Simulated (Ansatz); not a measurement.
Basis-set series for `[OH][SnH][F]` radical. Total charge 0; spin multiplicity 2. Sn: def2 effective core potential. The geometry is a stationary point of PBE0-D4/def2-TZVP. It is one conformer, not always the lowest.

```tsv
functional	basis	functions	energy (Eh)	HOMO (eV)	LUMO (eV)
PBE0-D4	def2-TZVPP	140	-390.49852	-6.97	-3.88
PBE0-D4	def2-QZVPP	256	-390.51189	-7.01	-3.91
ωB97M-V	def2-TZVPP	140	-390.57015	-9.04	-2.11
ωB97M-V	def2-QZVPP	256	-390.58313	-9.08	-2.18
```

**Question.** Give the rows for def2-SVP. (An estimate is asked.)

**Answer.** The calculation gave: 
```csv
functional,basis,functions,energy (Eh),HOMO (eV),LUMO (eV)
PBE0-D4,def2-SVP,64,-390.25479,-6.79,-3.73
ωB97M-V,def2-SVP,64,-390.32038,-8.82,-1.89
```

HOMO and LUMO are taken over both spins.

Program: Ansatz 0.2.0.
